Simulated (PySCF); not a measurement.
**Computed properties of C₅H₆BN, SMILES C1B(C(=C1)C#C)N**

C5H6BN, SMILES C1B(C(=C1)C#C)N. The structure is a stationary point at B3LYP-D3(BJ)/def2-SVP. The structure was generated by enumeration, and PubChem lists no compound with its InChIKey, so it may never have been made. The values are those of a single conformer. All values are computed for the isolated molecule unless a solvent is named; none is compared with measurement here.

**Structure.** The optimised structure has Cs symmetry. All 33 harmonic modes at B3LYP-D3(BJ)/def2-SVP (PySCF) are real, so it is a minimum. With heavy atoms numbered as in [CH:1]#[C:2][C:3]1=[CH:4][CH2:5][B:6]1[NH2:7], the shortest bond between them is C1–C2 at 1.216 Å and the longest C5–B6 at 1.615 Å.

**Vibrations.** The strongest infrared lines (harmonic, unscaled, degenerate partners summed) lie at 1602 cm⁻¹ (168 km/mol, H 46 %, C 24 %, N 18 %, B 12 %), 526 cm⁻¹ (160 km/mol, H 77 %, N 21 %), 1458 cm⁻¹ (91 km/mol, H 47 %, B 40 %, C 11 %). The softest mode is at 105 cm⁻¹ and the zero-point energy is 62.1 kcal/mol.

**Electronic structure.** ωB97X/def2-TZVP (PySCF) places the frontier levels at -8.92 and 1.17 eV, a gap of 10.09 eV, and gives a dipole moment of 1.77 D and a mean polarisability of 78.7 bohr³. PBE/def2-TZVP (PySCF) at the same geometry gives -5.72 and -1.90 eV, so its gap is 6.27 eV narrower. An orbital gap is neither the optical nor the fundamental gap.

**Excitations.** TDA-ωB97X/def2-SVPD (PySCF) has S1 at 5.20 eV (239 nm, f = 0.000, dark); the most intense of the 10 singlets computed lies at 5.66 eV (f = 0.25). T1 (TDA) is at 3.37 eV, 1.83 eV under S1. TDA-PBE/def2-SVPD (PySCF) puts S1 at 4.35 eV. No vertical singlet excitation falls in the visible range (under 3.1 eV).

**NMR.** GIAO shifts at KT2/pcSseg-1 (PySCF) (non-relativistic, atoms alike by connectivity averaged): ¹³C from 25.9 to 168.5 ppm against TMS; ¹H from 1.9 to 8.3 ppm against TMS; ¹¹B at 25.6 ppm against BF3.
